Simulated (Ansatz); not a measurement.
Cost and result up the ladder for Sn11H18, a cluster cut from hexagonal tin (29 atoms). The state is a singlet with charge 0. Geometry: PBE-D4/def2-SVP.

| atom | x (Å) | y (Å) | z (Å) |
| --- | --- | --- | --- |
| Sn1 | -2.020 | 1.566 | -2.235 |
| Sn2 | 0.091 | 2.664 | -0.720 |
| Sn3 | -2.679 | 0.579 | 2.342 |
| Sn4 | -0.294 | 2.042 | 2.014 |
| Sn5 | 2.546 | 1.590 | -1.589 |
| Sn6 | 1.924 | 0.604 | 2.993 |
| Sn7 | -2.076 | -1.226 | -1.872 |
| Sn8 | -2.642 | -1.796 | 0.836 |
| Sn9 | 0.390 | -2.329 | -2.669 |
| Sn10 | 2.527 | -1.205 | -1.219 |
| Sn11 | 2.317 | -1.772 | 1.538 |
| H12 | -3.528 | 2.257 | -1.718 |
| H13 | -1.825 | 1.954 | -3.918 |
| H14 | 0.110 | 4.396 | -0.909 |
| H15 | -4.007 | 1.551 | 1.786 |
| H16 | -2.960 | 0.238 | 4.022 |
| H17 | -0.430 | 3.527 | 2.915 |
| H18 | 2.823 | 1.976 | -3.260 |
| H19 | 3.846 | 2.293 | -0.675 |
| H20 | 3.346 | 1.585 | 2.821 |
| H21 | 1.735 | 0.265 | 4.686 |
| H22 | -3.341 | -1.902 | -2.862 |
| H23 | -4.172 | -2.610 | 0.961 |
| H24 | -1.436 | -2.871 | 1.472 |
| H25 | 0.627 | -2.025 | -4.365 |
| H26 | 0.368 | -4.053 | -2.456 |
| H27 | 4.024 | -1.866 | -1.817 |
| H28 | 0.983 | -2.849 | 1.813 |
| H29 | 3.752 | -2.584 | 2.086 |

Ansatz on 2 threads of AMD EPYC 7R13 on a shared host and a share (18 GiB) of an NVIDIA H100 80GB HBM3. Times are rough, and most runs start from the orbitals of an earlier one. ωB97X-V/def2-TZVP serves as the yardstick here, not as an exact answer. Differences are given only for rows in sets of like size (and for xTB, whose basis is part of the method), since another set adds its own error. Binding counts from free atoms at the same level (Sn triplet, H doublet; other spins of the atoms weren't run), without zero-point energy or a counterpoise term.

In the def2 sets Sn takes a core potential, while STO-3G treats all electrons; there is no spin–orbit coupling. B3LYP takes the VWN-RPA correlation. Correlated methods freeze 44 core orbitals; core or outer-core shells of Sn are correlated, in sets that lack core-valence functions. The rows differ in basis, and correlated rows in double-zeta sets carry the largest basis error. Single mean-field runs in def2-TZVP are fitted with def2-universal-jkfit.

Correlated methods converge slowly with the basis, most of all in double-zeta sets.

```
                           level  functions  binding energy per atom (eV)  difference from ωB97X-V/def2-TZVP (eV)
                 PBE-D4/def2-SVP        376                          2.39                                       –
            r2SCAN0-D4/def2-TZVP        658                          2.40                                   -0.07
B3LYP-D4/def2-TZVP (with forces)        658                          2.41                                   -0.07
             r2SCAN-D4/def2-TZVP        658                          2.42                                   -0.06
               PBE0-D4/def2-TZVP        658                          2.40                                   -0.07
                       HF/STO-3G        315                          3.52                                       –
               ωB97X-V/def2-TZVP        658                          2.47                                    0.00
                PBE0-D4/def2-SVP        376                          2.39                                       –
  PBE-D4/def2-TZVP (with forces)        658                          2.40                                   -0.07
                    MP2/def2-SVP        376                          2.20                                       –
```

Problem. Estimate how long each takes.

Solution. PBE-D4/def2-SVP 4.7 s; r2SCAN0-D4/def2-TZVP 7.5 s; PBE0-D4/def2-SVP 8 s; r2SCAN-D4/def2-TZVP 8.5 s; HF/STO-3G 9 s; PBE0-D4/def2-TZVP 9.5 s; MP2/def2-SVP 9.5 s; PBE-D4/def2-TZVP (with forces) 10 s; B3LYP-D4/def2-TZVP (with forces) 11 s; ωB97X-V/def2-TZVP 14 s. On shared hardware such times vary by a factor of up to 3.
